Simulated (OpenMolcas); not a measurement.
Computed levels of 3s² 3p³ in ions with 15 electrons, in cm-1 above ⁴S°_3/2.

- Program: OpenMolcas 26.06
- Method: CASSCF
- Basis: ANO-R2
- Scalar Hamiltonian: X2C, finite nucleus
- Spin-orbit coupling: RASSI with atomic mean-field integrals over the reference wave functions, term energies averaged over their components

Active space for each ion: 3 electrons in 3 orbitals (3p).

```json
{"Level": "²D°_3/2", "P": "15467", "S+": "19199", "Ar3+": "25997"}
{"Level": "²D°_5/2", "P": "15474", "S+": "19218", "Ar3+": "26088"}
{"Level": "²P°_1/2", "P": "25656", "S+": "31868", "Ar3+": "43341"}
{"Level": "²P°_3/2", "P": "25664", "S+": "31892", "Ar3+": "43461"}
```

Question: Estimate ²D°_3/2, ²D°_5/2 for Cl2+ from its neighbours S+ and Ar3+.

Answer: ²D°_3/2 is another term, which grows about linearly with the charge: (19199 + 25997) / 2 = 22598. The calculation gives 22719, so the estimate is off by -0.5 %; the measured value is 18053 (Moore, Atomic Energy Levels, vol. I, NSRDS-NBS 35 (1971 reprint of NBS Circular 467, 1949)).
²D°_5/2 is another term, which grows about linearly with the charge: (19218 + 26088) / 2 = 22653. The calculation gives 22762, so the estimate is off by -0.5 %; the measured value is 18120 (Moore, Atomic Energy Levels, vol. I, NSRDS-NBS 35 (1971 reprint of NBS Circular 467, 1949)).

With the s shell closed, the reference lacks s² → p² mixing. Without dynamic correlation excited terms often stand tens of per cent too high (terms of higher spin than the ground term too low), and those without a measured partner can miss by more than the paired ones (holds for P; S+). Measured partners are found by configuration, term and J. A level has none where our copy of the source lacks it or the pairing is in doubt (some pairs that miss far off the trend of their configuration count as doubtful), and it then counts in no deviation. Levels of configurations outside the active space are missing.

° marks odd parity.
